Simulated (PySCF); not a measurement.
## Telling isomers of C5H9FOSi2 apart by NMR

[PySCF 2.14.0 with density-fitted response routines: PBE0/pcSseg-1 with gauge-including orbitals; geometry from GFN2-xTB; relativity neglected; isolated molecule; one computed conformer; equivalent nuclei averaged]

δ = σ(ref) − σ, references computed at the same level: ¹H (σref 31.72), ¹³C (σref 186.93) against TMS. Splittings of carbon signals by F and P are missing where no couplings were computed. Where no couplings were computed, multiplicities follow the n + 1 count of equivalent neighbours, and m marks all less simple cases (inequivalent or close neighbours, rings, F or P nearby). Shifts are as computed. Against solution values, carbons near 30 ppm lie about +3 ppm off and those near 130 ppm about +5 ppm. Of 1309 compounds with measured shifts, 239 miss one by over three times the rms of a fit or turn the order of signals round; such compounds aren't used in these exercises.

(1) Tabulate the signals of `C[SiH2][Si@H](F)c1ccco1`, `O=C[C@@H]1[SiH2]C=C[SiH2][C@H]1F`, `C[SiH2][C@@H](F)C#C[SiH2]C=O` and their relative energies.

(2) What is the quickest way to tell C[SiH2][Si@H](F)c1ccco1 from C[SiH2][C@@H](F)C#C[SiH2]C=O?

(3) What is the quickest way to tell O=C[C@@H]1[SiH2]C=C[SiH2][C@H]1F from C[SiH2][C@@H](F)C#C[SiH2]C=O?

(4) What is the quickest way to tell C[SiH2][Si@H](F)c1ccco1 from O=C[C@@H]1[SiH2]C=C[SiH2][C@H]1F?

Results:

(1) 
| SMILES | carbon types | δC | δH | E rel. (kcal/mol) |
| --- | --- | --- | --- | --- |
| C[SiH2][Si@H](F)c1ccco1 | 1×C 3×CH 1×CH3 | 159.4, 152.8, 129.5, 117.5, -10.8 | 7.75 (m, 1H), 7.39 (m, 1H), 6.84 (m, 1H), 6.10 (m, 1H), 4.12 (m, 1H), 4.07 (m, 1H), 0.31 (m, 3H) | 0.0 |
| O=C[C@@H]1[SiH2]C=C[SiH2][C@H]1F | 5×CH | 206.5, 165.7, 136.5, 85.8, 53.3 | 9.70 (m, 1H), 7.86 (m, 1H), 6.55 (m, 1H), 5.47 (m, 1H), 4.96 (m, 1H), 4.85 (m, 1H), 4.36 (m, 1H), 4.33 (m, 1H), 3.72 (m, 1H) | 52.3 |
| C[SiH2][C@@H](F)C#C[SiH2]C=O | 2×C 2×CH 1×CH3 | 239.5, 117.0, 93.4, 80.7, -8.6 | 12.11 (m, 1H), 5.55 (m, 1H), 4.70 (m, 1H), 4.43 (m, 1H), 4.26 (m, 1H), 4.26 (m, 1H), 0.23 (m, 3H) | 84.8 |

Energies are electronic energies at PBE0/pcSseg-1 on these geometries, without zero-point or thermal terms, each for the one conformer computed, which needn't be the lowest.

(2) Both give the same number of carbon signals, but DEPT or the intensities differ. The first has an aromatic CH next to the ring oxygen at 152.8 ppm, the second a carbonyl carbon (CH) at 239.5 ppm. Their most deshielded carbons lie at 159.4 and 239.5 ppm. In the proton spectra the most deshielded non-exchanging signals are 7.75 (m, 1H) and 12.11 (m, 1H).

(3) Both give the same number of carbon signals, but DEPT or the intensities differ. The first has an alkene CH at 165.7 ppm, the second an alkyne carbon (C) at 117.0 ppm. Their most deshielded carbons lie at 206.5 and 239.5 ppm. In the proton spectra the most deshielded non-exchanging signals are 9.70 (m, 1H) and 12.11 (m, 1H).

(4) Both give the same number of carbon signals, but DEPT or the intensities differ. The first has a substituted aromatic carbon next to the ring oxygen (C) at 159.4 ppm, the second an sp3 CH bonded to Si, α to a carbonyl at 53.3 ppm. Their most deshielded carbons lie at 159.4 and 206.5 ppm. In the proton spectra the most deshielded non-exchanging signals are 7.75 (m, 1H) and 9.70 (m, 1H).
